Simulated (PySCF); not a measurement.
How methods differ on the excitation energy of Sn⁺

Sn⁺ [Kr] 4d10 5s2 5p1 (2P) → Sn⁺ [Kr] 4d10 5s2 5d1 (2D), as a difference of total energies. Computed with PySCF 2.14 in aug-cc-pVTZ-DK3 (8s7p5d2f, 68 functions), with scalar relativity by spin-free X2C-1e. Correlated levels: valence: [Kr] 4d10 frozen. The calculations carry no spin-orbit coupling.

```csv
method,excitation energy (cm⁻¹),error (cm⁻¹)
UHF,62331,-6626
MP2 (valence),61252,-7705
SCS-MP2 (valence),61339,-7618
CCSD (valence),55517,-13440
CCSD(T) (valence),52724,-16233
```

Reference: 68957 cm⁻¹ (measured; NIST levels, between the centres of gravity of the two terms).

Errors of the correlated levels include the incompleteness of this basis and the frozen core.

The coupled-cluster amplitudes are large for the upper state (T1 above 0.03 or a double amplitude above 0.15), so a single reference is strained.
